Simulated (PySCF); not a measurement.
FH₆NOSi₂, SMILES O[Si@H](F)N[SiH3]. Atoms are numbered in the order given.

```xyz
11

O     -1.8551    -0.7140     1.1386
Si    -0.4087     0.0254     0.8278
F     -0.6868     1.5649     1.2521
N      0.0194    -0.1195    -0.8341
Si     1.6000    -0.3342    -1.5573
H     -1.9743    -1.6050     0.7917
H      0.7237    -0.4621     1.6408
H     -0.7385     0.0782    -1.4880
H      1.5723    -1.4413    -2.5582
H      2.0823     0.8942    -2.2552
H      2.5428    -0.6774    -0.4584
```
Charge 0, spin multiplicity 1.

Coordinates come from a B3LYP-D3(BJ)/def2-SVP optimisation. The structure was generated by enumeration; whether it is a known compound was not checked. One conformer was computed; it need not be the lowest.

Level of theory: PySCF with PBE/pcSseg-1.

GIAO shieldings, no solvent; atoms alike by connectivity are averaged. δ = σ(ref) − σ: ¹⁷O against H2O (σ = 334.3 ppm); ²⁹Si against TMS (σ = 335.4 ppm); ¹⁹F against CFCl3 (σ = 133.6 ppm); ¹⁵N against NH3 (σ = 267.0 ppm); ¹H against TMS (σ = 31.49 ppm), references at their B3LYP-D3(BJ)/def2-TZVP geometries, non-relativistic.

```
nucleus         atoms  count  δ (ppm)
-------  ------------  -----  -------
¹⁷O                O1      1     67.6
²⁹Si              Si2      1    -34.7
²⁹Si              Si5      1    -59.9
¹⁹F                F3      1   -166.3
¹⁵N                N4      1     42.5
¹H                 H7      1     5.10
¹H       H9, H10, H11      3     5.03
¹H                 H6      1     1.76
¹H                 H8      1     0.70
```
